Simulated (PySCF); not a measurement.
Isomers of C7H10NPSi. Method: PBE0-D3(BJ)/def2-SVP geometry optimisation, gas phase in PySCF. Energies are electronic, without zero-point or thermal terms, for one conformer each. No frequencies were run at this level. Point groups hold within 0.08 Å.

Problem. Rank from lowest to highest electronic energy at this level (kcal/mol).
A. `[SiH3:1][c:2]1[cH:3][n:4][cH:5][p:6][c:7]1[CH:8]1[CH2:9][CH2:10]1` with P6–C7–C8–C9 -40°
B. `[SiH3]N=P12C=CC(C=C1)C=C2`

Solution. A (0.0), B (11.9).

As drawn, the lower has an aromatic ring, a three-membered ring and an Si–C bond, which the higher lacks; the higher has a C=C bond outside aromatic rings, which the lower lacks.

```
                   SMILES      E (Eh)  E rel (kcal/mol)  dipole (D)  point group       A, B, C (MHz)
      [SiH3]c1cncpc1C1CC1  -957.25616               0.0        2.35      near Cs   1141, 1019, 565.7
[SiH3]N=P12C=CC(C=C1)C=C2  -957.23718              11.9        5.58      near Cs  2382, 670.7, 664.5
```

Problem. How do the relative energies change in single points at PBE0/pcSseg-1 (no added dispersion term) on the same geometries?

Solution. 
```json
{"SMILES": "[SiH3]c1cncpc1C1CC1", "PBE0-D3(BJ)/def2-SVP (kcal/mol)": "0.0", "PBE0/pcSseg-1 (kcal/mol)": "0.0", "shift": "0.0"}
{"SMILES": "[SiH3]N=P12C=CC(C=C1)C=C2", "PBE0-D3(BJ)/def2-SVP (kcal/mol)": "11.9", "PBE0/pcSseg-1 (kcal/mol)": "9.0", "shift": "-2.9"}
```

Each column counts from its own lowest isomer. The order is unchanged; the largest shift is 2.9 kcal/mol.
